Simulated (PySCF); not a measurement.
## (ClBe-mu-Cl)2: computed shieldings and shifts

(ClBe-mu-Cl)2, Be2Cl4, point group D2h.

Geometry:
```
atom   x (Å)   y (Å)   z (Å)
 Be1   1.305   0.104   0.117
 Cl2   3.127   0.245   0.284
 Cl3  -0.073  -0.651   1.400
 Be4  -1.305  -0.102  -0.116
 Cl5  -3.126  -0.254  -0.288
 Cl6   0.072   0.658  -1.397
```

GIAO calculations in PySCF 2.14 on the PBE0-D3(BJ)/def2-SVP structure: isolated species, non-relativistic, equivalent atoms averaged; basis pcSseg-1.

**Question.** Give the isotropic shieldings (ppm) with KT2, PBE0.

**Answer.** 
```json
{"atoms": "Cl3/Cl6", "environment": "chlorine bonded to 2 Be", "KT2": "830", "PBE0": "852"}
{"atoms": "Cl2/Cl5", "environment": "chlorine bonded to Be", "KT2": "889", "PBE0": "904"}
{"atoms": "Be1/Be4", "environment": "Be bonded to 3 Cl", "KT2": "98", "PBE0": "99"}
{"atoms": "HOMO–LUMO gap (eV)", "environment": "–", "KT2": "6.36", "PBE0": "8.50"}
```

**Question.** And the chemical shifts, against references computed in the same way?

**Answer.** 
```
  atoms  nucleus, reference  KT2  PBE0
Cl3/Cl6           35Cl, HCl  112    91
Cl2/Cl5           35Cl, HCl   54    39
```

**Question.** Which part of the shielding of Cl3/Cl6 depends on the functional?

**Answer.** Diamagnetic: KT2 1151, PBE0 1150 ppm; paramagnetic: KT2 -321, PBE0 -297 ppm. The diamagnetic part, set mainly by inner electrons, hardly moves; the paramagnetic part goes with low-lying magnetically allowed excitations and carries the spread.
